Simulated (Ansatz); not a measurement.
Relaxation of FH2InO (5 atoms, charge 0, multiplicity 1), to a largest force component of 0.015 eV/Å in at most 40 steps.

The calculation used Ansatz, RKS r2SCAN-D4/def2-SVP.

```xyz
5
Properties=species:S:1:pos:R:3:forces:R:3
O -0.656 -0.093 -0.694 -23.63 -1.60 -16.49
In 0.571 0.030 0.266 17.37 -10.74 14.80
F 0.839 1.587 0.138 4.30 22.14 -1.70
H -1.552 0.197 -0.435 0.26 -0.32 -1.25
H 0.674 -1.165 0.825 1.70 -9.48 4.65
```

Task: Where does it end, and by what steps?

Result: The run converged. After 8 steps the energy has fallen by 9.587 eV; H5 moved furthest, 0.76 Å. The start is strongly strained (largest force component 24 eV/Å).

```csv
step,energy less start (eV),largest force component (eV/Å),accepted
0,0.0000,23.633,yes
1,-7.5113,5.531,yes
2,-8.9397,1.751,yes
3,-9.3471,1.179,yes
4,-9.4327,1.902,yes
5,-9.5698,0.466,yes
6,-9.5856,0.138,yes
7,-9.5872,0.033,yes
8,-9.5873,0.003,yes
```

```xyz
5
Properties=species:S:1:pos:R:3
O -1.304 -0.286 -0.643
In 0.429 -0.150 0.325
F 0.958 1.744 0.299
H -1.575 0.592 -0.951
H 1.368 -1.343 1.069
```

Whether the end is a true minimum wasn't checked by a vibrational analysis.

Run time: 29 s on 1 CPU thread of a shared host.
